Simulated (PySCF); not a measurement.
dimethyl selenide (C2H6Se), SMILES [Se](C)C.

The structure is a stationary point at PBE-D3(BJ)/def2-SVP.

Level of theory: PBE/def2-TZVPD (PySCF).

Computed frontier levels, gap, dipole moment and polarisability:
The highest occupied level is -4.92 eV and the lowest empty level is -0.79 eV. The orbital gap is 4.14 eV and the dipole moment comes out as 1.46 D. The quadrupole, principal values (traceless, Buckingham form, about the centre of nuclear charge) is -3.45, -0.69, 4.14 D·Å. The mean static polarisability comes out as 59.5 bohr³ (8.82 Å³) and the polarisability, principal values is 51.2, 59.2, 68.2 bohr³.
